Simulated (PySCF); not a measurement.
**ZrOF₂ + H₂O → Zr(OH)₂ + F₂**

Level: PBE0 in the def2-TZVP basis family, computed in PySCF with density fitting; scalar-relativistic core potentials for atoms from Rb on, none lighter, no spin–orbit coupling; open shells unrestricted.

```
species                                                                   state and structure      E (Eh)  ZPE (kJ/mol)  H(298 K) − H(0) (kJ/mol)  S° (J/(mol K))
  ZrOF₂       singlet, Cs, Zr–F 1.934 Å (×2), Zr–O 1.736 Å; F–Zr–F 120.2°, F–Zr–O 111.9° (×2)  -322.00241          16.7                      15.5           313.5
    H₂O                                          singlet, C2v, O–H 0.960 Å (×2); H–O–H 105.1°   -76.37736          56.5                       9.9           188.7
Zr(OH)₂  triplet, C2v, O–H 0.953 Å (×2), Zr–O 1.937 Å (×2); H–O–Zr 163.0° (×2), O–Zr–O 149.5°  -198.65172          66.1                      15.8           304.7
     F₂                                                             singlet, D∞h, F–F 1.376 Å  -199.40856           6.6                       8.7           201.9
```

Question: What is the electronic reaction energy?

Answer: At PBE0/def2-TZVP, ΔE = 838.8 kJ/mol from the differences of the total energies times 2625.5, uphill. 

Question: Add zero-point, thermal and entropy terms for 298.15 K and 1 bar.

Answer: ΔZPE = -0.5 and Δ[H(298) − H(0)] = -0.9 kJ/mol give ΔH° = 837.4 kJ/mol. ΔS° = 4.4 J/(mol K), so ΔG° = 837.4 − 298.15 × (0.0044) = 836 kJ/mol.

Open d or f shells are single determinants, so the state found may not be the ground state. The structures come from searches over a few start shapes, so lower isomers are not excluded.
